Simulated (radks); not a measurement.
Results of a calculation; reference values are marked as such.
Valence configurations of Sr II (all share [Kr]). Level of theory: scalar-relativistic Kohn-Sham, r2SCAN, spin-polarised, spherical densities, finite nucleus; open shells are filled with parallel spins first (spin-orbit coupling, left out, can overturn this in heavy ions); meta-GGA in the generalised Kohn-Sham scheme; Fermi nuclear charge, rms radius 4.224 fm (a radial shooting solver on a logarithmic mesh with Libxc functionals). Energies are relative to 5s1; eigenvalues in eV for spin up.

valence      E (eV)  moment (Bohr magnetons)   e(4d)   e(5p)   e(5s)
5s1           0.000                        1       -       -  -8.762
5s0.5 5p0.5   1.533                        1       -  -5.979  -8.951
4d1           1.976                        1  -5.550       -       -
5p1           2.978                        1       -  -6.221       -

NIST lists [Kr] 5s1 as the ground configuration; this level of theory agrees among the configurations tried. The energies are those of spherical high-spin densities, not of single terms.
